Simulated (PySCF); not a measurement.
# Spin-rotation constants: `C=C1C=C(C(C)=O)C=C1F`, C₈H₇FO

Molfile (atoms numbered from 1):
```
C8H7FO
     RDKit          3D

 17 17  0  0  0  0  0  0  0  0999 V2000
    3.0952    0.6346    0.5316 C   0  0  0  0  0  0  0  0  0  0  0  0
    1.8434    0.2994    0.2090 C   0  0  0  0  0  0  0  0  0  0  0  0
    0.6041    0.6903    0.8632 C   0  0  0  0  0  0  0  0  0  0  0  0
   -0.4390    0.1211    0.2057 C   0  0  0  0  0  0  0  0  0  0  0  0
   -1.8538    0.2890    0.5777 C   0  0  0  0  0  0  0  0  0  0  0  0
   -2.8494   -0.4363   -0.2912 C   0  0  0  0  0  0  0  0  0  0  0  0
   -2.1861    0.9687    1.5236 O   0  0  0  0  0  0  0  0  0  0  0  0
    0.0774   -0.6721   -0.9140 C   0  0  0  0  0  0  0  0  0  0  0  0
    1.4129   -0.5592   -0.8997 C   0  0  0  0  0  0  0  0  0  0  0  0
    2.2850   -1.1213   -1.7455 F   0  0  0  0  0  0  0  0  0  0  0  0
    3.9357    0.2738   -0.0391 H   0  0  0  0  0  0  0  0  0  0  0  0
    3.3053    1.2759    1.3711 H   0  0  0  0  0  0  0  0  0  0  0  0
    0.5409    1.3259    1.7251 H   0  0  0  0  0  0  0  0  0  0  0  0
   -2.6466   -1.5050   -0.2702 H   0  0  0  0  0  0  0  0  0  0  0  0
   -2.7615   -0.0877   -1.3181 H   0  0  0  0  0  0  0  0  0  0  0  0
   -3.8571   -0.2503    0.0703 H   0  0  0  0  0  0  0  0  0  0  0  0
   -0.5136   -1.2348   -1.6093 H   0  0  0  0  0  0  0  0  0  0  0  0
  1  2  2  0
  2  3  1  0
  3  4  2  0
  4  5  1  0
  5  6  1  0
  5  7  2  0
  4  8  1  0
  8  9  2  0
  9 10  1  0
  9  2  1  0
  1 11  1  0
  1 12  1  0
  3 13  1  0
  6 14  1  0
  6 15  1  0
  6 16  1  0
  8 17  1  0
M  END
```

Method used: PySCF, GIAO B3LYP/pcSseg-1 magnetisability, rotational g tensor and spin-rotation constants, non-relativistic, gas phase. Geometry: GFN2-xTB.

**Question.** Give the nuclear spin-rotation constants along the inertial axes (H = +C I·J) beside the isotropic shieldings.

**Answer.** Rotational constants 2.8167, 0.8617, 0.6626 GHz. A star marks the isotopologue with that one atom substituted, in its own axes.
| atom | isotope | Caa (kHz) | Cbb (kHz) | Ccc (kHz) | mean (kHz) | σ (ppm) |
| --- | --- | --- | --- | --- | --- | --- |
| F10 | 19F | 3.467 | 1.141 | 0.104 | 1.571 | 313.7 |
| H11 | 1H | 0.223 | -0.067 | -0.077 | 0.026 | 25.1 |
| H12 | 1H | -0.298 | 0.089 | -0.078 | -0.096 | 25.4 |
| H13 | 1H | -0.200 | 0.070 | -0.081 | -0.070 | 25.3 |
| H14 | 1H | -0.297 | -0.053 | -0.013 | -0.121 | 29.4 |
| H15 | 1H | -0.299 | -0.053 | -0.012 | -0.121 | 29.4 |
| H16 | 1H | 0.131 | -0.097 | -0.080 | -0.015 | 29.7 |
| H17 | 1H | -0.254 | 0.081 | -0.085 | -0.086 | 25.8 |
| C1 | 13C* | 1.158 | 0.389 | 0.084 | 0.544 | 43.1 |
| C2 | 13C* | 1.179 | 0.414 | 0.108 | 0.567 | 29.3 |
| C3 | 13C* | 1.167 | 0.327 | 0.101 | 0.532 | 55.0 |
| C4 | 13C* | 1.325 | 0.333 | 0.121 | 0.593 | 35.2 |
| C5 | 13C* | 1.578 | 0.413 | 0.148 | 0.713 | -15.7 |
| C6 | 13C* | 0.476 | 0.135 | 0.122 | 0.244 | 149.7 |
| O7 | 17O* | -2.316 | -0.787 | -0.022 | -1.042 | -324.8 |
| C8 | 13C* | 0.886 | 0.355 | 0.108 | 0.450 | 67.7 |
| C9 | 13C* | 1.039 | 0.419 | 0.186 | 0.548 | 12.2 |

For the geometry as given, no vibrational averaging.
